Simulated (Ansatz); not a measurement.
Reaction (ligand exchange at the Si–O bond): `[SiH3]OBS` + `[OH][Mg][Cl]` → `[SiH3][O][Mg][Cl]` + `OBS`

Program: Ansatz. Geometries: PBE0-D4/def2-TZVP. ΔE: electronic, gas phase. CCSD(T)/CBS adds triple-zeta CCSD(T) − MP2 to the extrapolated MP2 energy (def2 sets, frozen cores). Functionals use def2-TZVPP. B3LYP here is the variant with VWN-RPA as its local correlation; programs differ in this. HSE06 is defined as in plane-wave codes. For Mg outer-core shells are correlated without core-valence functions, which leaves a few kJ/mol of doubt a bond. Each species was taken in one conformer, which may not be the lowest.

```json
{"level": "LDA (SPW92)", "ΔE (kJ/mol)": "-33.9", "difference from CCSD(T)/CBS": "3.5"}
{"level": "revPBE-D4", "ΔE (kJ/mol)": "-35.5", "difference from CCSD(T)/CBS": "1.9"}
{"level": "BLYP-D4", "ΔE (kJ/mol)": "-31.7", "difference from CCSD(T)/CBS": "5.7"}
{"level": "r2SCAN-D4", "ΔE (kJ/mol)": "-37.9", "difference from CCSD(T)/CBS": "-0.5"}
{"level": "B97M-V", "ΔE (kJ/mol)": "-40.3", "difference from CCSD(T)/CBS": "-2.9"}
{"level": "PBE0-D4", "ΔE (kJ/mol)": "-36.6", "difference from CCSD(T)/CBS": "0.8"}
{"level": "B3LYP-D4", "ΔE (kJ/mol)": "-32.7", "difference from CCSD(T)/CBS": "4.7"}
{"level": "HSE06-D4", "ΔE (kJ/mol)": "-36.9", "difference from CCSD(T)/CBS": "0.5"}
{"level": "BHLYP-D4", "ΔE (kJ/mol)": "-33.3", "difference from CCSD(T)/CBS": "4.1"}
{"level": "CAM-B3LYP-D4", "ΔE (kJ/mol)": "-33.3", "difference from CCSD(T)/CBS": "4.1"}
{"level": "ωB97X-V", "ΔE (kJ/mol)": "-36.0", "difference from CCSD(T)/CBS": "1.4"}
{"level": "B2PLYP", "ΔE (kJ/mol)": "-37.4", "difference from CCSD(T)/CBS": "0.0"}
{"level": "PBE-QIDH", "ΔE (kJ/mol)": "-38.9", "difference from CCSD(T)/CBS": "-1.5"}
{"level": "PBE", "ΔE (kJ/mol)": "-38.6", "difference from CCSD(T)/CBS": "-1.2"}
{"level": "revPBE", "ΔE (kJ/mol)": "-41.1", "difference from CCSD(T)/CBS": "-3.7"}
{"level": "BLYP", "ΔE (kJ/mol)": "-37.5", "difference from CCSD(T)/CBS": "-0.1"}
{"level": "r2SCAN", "ΔE (kJ/mol)": "-38.6", "difference from CCSD(T)/CBS": "-1.2"}
{"level": "PBE0", "ΔE (kJ/mol)": "-39.2", "difference from CCSD(T)/CBS": "-1.8"}
{"level": "B3LYP", "ΔE (kJ/mol)": "-37.3", "difference from CCSD(T)/CBS": "0.1"}
{"level": "r2SCANh", "ΔE (kJ/mol)": "-38.6", "difference from CCSD(T)/CBS": "-1.2"}
{"level": "r2SCAN0", "ΔE (kJ/mol)": "-38.5", "difference from CCSD(T)/CBS": "-1.1"}
{"level": "HSE06", "ΔE (kJ/mol)": "-39.3", "difference from CCSD(T)/CBS": "-1.9"}
{"level": "BHLYP", "ΔE (kJ/mol)": "-37.2", "difference from CCSD(T)/CBS": "0.2"}
{"level": "CAM-B3LYP", "ΔE (kJ/mol)": "-36.0", "difference from CCSD(T)/CBS": "1.4"}
{"level": "LC-ωPBE", "ΔE (kJ/mol)": "-38.1", "difference from CCSD(T)/CBS": "-0.7"}
{"level": "RPA@PBE/def2-TZVPP", "ΔE (kJ/mol)": "-41.3", "difference from CCSD(T)/CBS": "-3.9"}
{"level": "HF/def2-SVP", "ΔE (kJ/mol)": "-48.2", "difference from CCSD(T)/CBS": "-10.8"}
{"level": "MP2/def2-SVP", "ΔE (kJ/mol)": "-46.9", "difference from CCSD(T)/CBS": "-9.5"}
{"level": "CCSD/def2-SVP", "ΔE (kJ/mol)": "-47.7", "difference from CCSD(T)/CBS": "-10.3"}
{"level": "CCSD(T)/def2-SVP", "ΔE (kJ/mol)": "-47.5", "difference from CCSD(T)/CBS": "-10.1"}
{"level": "HF/def2-TZVPP", "ΔE (kJ/mol)": "-39.9", "difference from CCSD(T)/CBS": "-2.5"}
{"level": "MP2/def2-TZVPP", "ΔE (kJ/mol)": "-37.3", "difference from CCSD(T)/CBS": "0.1"}
{"level": "CCSD/def2-TZVPP", "ΔE (kJ/mol)": "-38.9", "difference from CCSD(T)/CBS": "-1.5"}
{"level": "CCSD(T)/def2-TZVPP", "ΔE (kJ/mol)": "-38.9", "difference from CCSD(T)/CBS": "-1.5"}
{"level": "HF/def2-QZVPP", "ΔE (kJ/mol)": "-40.5", "difference from CCSD(T)/CBS": "-3.1"}
{"level": "MP2/def2-QZVPP", "ΔE (kJ/mol)": "-36.7", "difference from CCSD(T)/CBS": "0.7"}
{"level": "SCS-MP2/def2-QZVPP", "ΔE (kJ/mol)": "-37.8", "difference from CCSD(T)/CBS": "-0.4"}
{"level": "HF/CBS(def2)", "ΔE (kJ/mol)": "-40.5", "difference from CCSD(T)/CBS": "-3.1"}
{"level": "MP2/CBS(def2)", "ΔE (kJ/mol)": "-35.9", "difference from CCSD(T)/CBS": "1.5"}
{"level": "CCSD/CBS(def2)", "ΔE (kJ/mol)": "-37.5", "difference from CCSD(T)/CBS": "-0.1"}
{"level": "CCSD(T)/CBS", "ΔE (kJ/mol)": "-37.4", "difference from CCSD(T)/CBS": "0"}
```

Largest T1 diagnostic among the species: 0.013.

At CCSD(T), def2-SVP lies −10.1 kJ/mol from the extrapolated value and def2-TZVPP −1.5 kJ/mol. The D4 term adds +4.6 kJ/mol with B3LYP and +2.6 kJ/mol with PBE0; it sums over pairs of atoms, weighted by their polarisabilities, and B3LYP, whose exchange is more repulsive, gets the larger term.
